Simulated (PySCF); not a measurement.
**Structure from NMR data**

Molecular formula: C4H9NO2Si. Simulated spectra:

$^{1}$H NMR (400 MHz, computed): δ 7.79 (d, 1H), 7.06 (d, 1H), 4.91 (s, 2H), 3.92 (m, 1H), 3.87 (m, 1H), 3.73 (s, 3H).

$^{13}$C{$^{1}$H} NMR (computed): δ 169.7 (C), 153.7 (CH2), 79.3 (CH2), 50.4 (CH3).

A single conformation, non-relativistic, isolated molecule, fast rotation and ring inversion assumed for equivalent nuclei. Coordinates at the GFN2-xTB level; shieldings: GIAO PBE0/pcSseg-1; PySCF.

References, each an isolated molecule treated in the same way: $^{1}$H (31.72 ppm) and $^{13}$C (186.93 ppm) vs TMS.

Task: Which of these isomers gave the spectra?
A. CO[SiH2]OCCC#N
B. [H]/N=C\[SiH]1OCCCO1
C. C=NC(=C)O[SiH2]OC

Result: C. 

- Rings plus π bonds: 2 (no ring in the answer).
- 4 carbon signals for 4 carbons: no two carbons are equivalent.
- Carbon types of the structure: 1 × C, 2 × CH2, 1 × CH3, leaving 2 H on heteroatoms.
- δC 169.7: alkene carbon bearing oxygen; an sp2 carbon further deshielded by the attached heteroatom.
- δC 153.7: C=N carbon.
- δC 79.3: β carbon of an enol-ether or enamine type C=C; the O or N lone pair pushes π density onto this β carbon and shields it.
- δC 50.4: methyl carbon bonded to O; the inductive effect lowers its shielding.
- δH 3.73: hydrogen on a methyl carbon bonded to O; its carbon carries O, an electronegative neighbour.

The others: CO[SiH2]OCCC#N would give 4 signals for carbon-bound and other non-exchanging H, not 6; [H]/N=C\[SiH]1OCCCO1 would give 3 carbon signals, not 4.

Shifts are as computed. Against solution values, carbons near 30 ppm lie about +3 ppm off and those near 130 ppm about +5 ppm. Of 1211 compounds with measured shifts, 218 miss one by over three times the rms of a fit or turn the order of signals round; such compounds aren't used in these exercises. Multiplicities follow the n + 1 count of equivalent neighbours, as no J values were calculated; m marks all less simple cases, F and P coupling included.
